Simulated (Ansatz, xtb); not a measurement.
Two conformers of C2H5ClSn

We compare I, `C[CH2][Sn][Cl]`, a singlet, with II, `C[CH2][Sn][Cl]`, a singlet. Both are isolated molecules in the gas phase, relaxed with B3LYP-D3(BJ)/def2-SVP.

I (Å):

```tsv
atom	x (Å)	y (Å)	z (Å)
C	-0.6722	0.7400	-2.1216
C	-0.0472	0.0726	-0.8965
Cl	0.3816	-0.9970	2.2823
Sn	-1.2049	0.3009	0.9936
H	-1.6726	0.3325	-2.3481
H	-0.0601	0.6027	-3.0300
H	-0.7941	1.8280	-1.9821
H	0.9620	0.4673	-0.6793
H	0.0872	-1.0147	-1.0390
```

II (Å):

```yaml
atoms:
  - { symbol: C, position_ang: [-0.8019, -0.1335, -1.0811] }
  - { symbol: C, position_ang: [-0.2425, -0.1959, 0.3388] }
  - { symbol: Cl, position_ang: [1.2815, 2.6306, -0.9338] }
  - { symbol: Sn, position_ang: [1.6158, 0.9555, 0.7870] }
  - { symbol: H, position_ang: [-1.7667, -0.6636, -1.1660] }
  - { symbol: H, position_ang: [-0.9553, 0.9071, -1.4044] }
  - { symbol: H, position_ang: [-0.1128, -0.5933, -1.8086] }
  - { symbol: H, position_ang: [-0.0443, -1.2353, 0.6597] }
  - { symbol: H, position_ang: [-0.9731, 0.2047, 1.0706] }
```

Question: Which of the two would you expect CCSD(T)/def2-SVP + ΔMP2/def2-TZVPP electronic energies to favour?

Answer: Too close to call at this level: CCSD(T)/def2-SVP + ΔMP2/def2-TZVPP gives E(II) − E(I) = 0.00 kcal/mol.

Level by level:

| level | geometry | E(II) − E(I) (kcal/mol) | departure from the last row (kcal/mol) | job, with rough time for the two |
| --- | --- | --- | --- | --- |
| B3LYP-D3(BJ)/def2-SVP | B3LYP-D3(BJ)/def2-SVP | −0.69 | −0.69 | optimisation, 25 s |
| HF/def2-SVP | B3LYP-D3(BJ)/def2-SVP | +0.19 | +0.20 | part of the CCSD(T) run |
| MP2/def2-SVP | B3LYP-D3(BJ)/def2-SVP | −0.46 | −0.46 | part of the CCSD(T) run |
| CCSD(T)/def2-SVP | B3LYP-D3(BJ)/def2-SVP | −0.47 | −0.47 | single point |
| CCSD(T)/def2-SVP + ΔMP2/def2-TZVPP | B3LYP-D3(BJ)/def2-SVP | 0.00 |  | single point, 21 s |

The largest departure from CCSD(T)/def2-SVP + ΔMP2/def2-TZVPP is that of B3LYP-D3(BJ)/def2-SVP, 0.69 kcal/mol. Levels run at GFN2-xTB geometries aren't shown. The last row adds to CCSD(T) the change of the MP2 difference between the two basis sets, here +0.47 kcal/mol.

With harmonic frequencies from B3LYP-D3(BJ)/def2-SVP (ideal gas, rigid rotor, one conformer each, 298.15 K, 1 atm): on the last row, ΔE + ΔZPE = +0.13 kcal/mol. A mode under 50 cm⁻¹ makes harmonic enthalpies and free energies unreliable, so none is given.

The correlated steps freeze 11 core orbitals; the filled d shell of Sn is correlated, in a basis made for valence electrons. Atoms past krypton carry core potentials in the def2 sets and no spin–orbit term is included. Run with Ansatz 0.2.0; the last row on 2 threads of Arm Neoverse V2 on a shared host.
